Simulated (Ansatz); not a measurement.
The first iterations of a band of CH₄BClSi (8 atoms, charge 0, multiplicity 1).

The calculation used RKS PBE-D4/cc-pVDZ (Ansatz).

```
movable images  : 5
climbing image  : yes
spring          : 5.0 eV/Å²
optimiser       : quadratic models (default)
start path      : IDPP
force threshold : 0.05 eV/Å
iteration limit : 60
end points      : relaxed
```

First end point:

```xyz
8
Properties=species:S:1:pos:R:3
B -0.746 1.528 -0.267
Si 0.462 0.190 0.498
C 0.461 -1.516 -0.003
Cl -0.575 -2.209 -1.203
H -1.532 1.177 -1.121
H -0.714 2.682 0.103
H 1.501 0.417 1.563
H 1.142 -2.268 0.431
```

Last end point:

```xyz
8
Properties=species:S:1:pos:R:3
B -0.748 1.527 -0.267
Si 0.461 0.191 0.500
C 0.463 -1.514 -0.003
Cl -0.572 -2.208 -1.204
H -0.719 2.681 0.102
H -1.530 1.173 -1.124
H 1.500 0.417 1.566
H 1.145 -2.268 0.430
```

| iteration | highest image above the first end (eV) | largest band force component (eV/Å) |
| --- | --- | --- |
| 1 | 0.584 | 1.478 |
| 2 | 0.510 | 0.854 |
| 3 | 0.521 | 0.504 |

**Question.** Does the band converge within its limit, and where does its top end?

**Answer.** The run converged. It ended after 10 iterations with the highest image 0.464 eV above the first end. A vibrational analysis at the climbing image gives one clearly imaginary mode, 490i cm⁻¹: a first-order saddle point.

Time of the run: 2.4 min on 1 thread of Arm Neoverse V1 (shared host), peak memory 0.12 GiB.
